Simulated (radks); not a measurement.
The numbers below are computed, except where a source is named.
Problem. The mean radii <r> (bohr) of the occupied orbitals of an atom or ion are listed with their occupations. Code: a radial shooting solver on a logarithmic mesh with Libxc functionals. Model: scalar-relativistic Kohn-Sham, BLYP, spin-polarised, spherical densities, point nucleus.

orbital  occ.      <r>
1s up       1  0.01966
1s down     1  0.01966
2s up       1  0.08332
2s down     1  0.08332
2p up       3  0.07414
2p down     3  0.07414
3s up       1   0.2167
3s down     1   0.2167
3p up       3   0.2162
3p down     3   0.2162
3d up       5   0.1961
3d down     5   0.1961
4s down     1   0.4878
4s up       1   0.4879
4p up       3   0.5183
4p down     3   0.5183
4d up       5   0.5601
4d down     5   0.5601
5s up       1    1.208
5s down     1    1.207
5p up       3    1.452
5p down     3    1.448
6s up       1    3.502
4f up       7   0.7894
4f down     7   0.7857

Name the element and its charge. Open shells, if any, are filled with parallel spins first.

Solution. Z = 70, ytterbium, charge +1: Yb+ in [Xe] 4f14 6s1. The 1s radius gives Z: for a bare nucleus <r> = (2 gamma + 1)/(2Z) with gamma = sqrt(1 - (Z/c)^2), 0.01942 bohr for Z = 70, and screening makes it slightly larger (0.01966 here). The occupations add up to 69, and the charge is Z minus that.
